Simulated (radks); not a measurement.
Cr XV, 10 electrons, occupied as [He] 2s1 2p6 3s1 (not the ground configuration).

Calculated with a radial shooting solver on a logarithmic mesh with Libxc functionals: Dirac Kohn-Sham, relativistic LDA (MacDonald-Vosko exchange, VWN5 correlation), spin-unpolarised, spherical densities, finite nucleus; Fermi nuclear charge, rms radius 3.6452 fm.

Energy parts (eV):
total: -25458.134
kinetic: 25729.026
electron-nucleus: -55771.287
Hartree: 5462.331
exchange-correlation: -878.204

Orbitals (lengths in bohr, moments of r in powers of bohr; <r^-3> diverges for s and p1/2; r(90%) holds 90 % of the orbital's charge):
orbital	occ.	eigenvalue (eV)	<1/r>	r(90%)	<r^-3>
1s1/2	2	-6344.441	23.83	0.114	-
2s1/2	1	-1107.362	5.194	0.442	-
2p1/2	2	-1016.606	5.140	0.407	-
2p3/2	4	-1007.399	5.064	0.411	376.1
3s1/2	1	-410.4855	2.010	1.05	-

The highest occupied level is 3s1/2 at -410.49 eV. Summed over all electrons, <r^2> = 1.167 bohr^2, which gives a Langevin (diamagnetic) susceptibility term of -0.924 x 10^-6 cm^3/mol. The electron density at the nucleus is 1.088e+04 e/bohr^3.
